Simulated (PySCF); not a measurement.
C2H7ClSi2, SMILES Cl[Si@@H]1CC[SiH2]1. The structure is a stationary point at PBE-D3(BJ)/def2-SVP. The structure was generated by enumeration; whether it is a known compound was not checked.

Computed with PBE-D3(BJ)/def2-SVP in PySCF.

Harmonic wavenumbers (cm⁻¹): 91, 139, 198, 300, 392, 432, 511, 542, 610, 624, 660, 694, 733, 761, 832, 897, 923, 976, 1035, 1138, 1188, 1368, 1377, 2144, 2149, 2166, 2986, 2988, 3044, 3054. Rotational constants (GHz): 4.748, 1.403, 1.194; symmetry number 1.

Work out the zero-point energy and the ideal-gas rigid-rotor harmonic-oscillator thermochemistry at 298.15 K and 1 atm.

ZPE = ½ Σ hcν = ½ × 34956 cm⁻¹ = 49.97 kcal/mol. H − E(el) = 55.13 kcal/mol. Entropy in cal/(mol K): translation 40.33, rotation 28.09, vibration 15.86, total 84.28. G − E(el) = 30.00 kcal/mol. Cp = 28.86 cal/(mol K). Modes under 150 cm⁻¹ make the vibrational entropy uncertain.
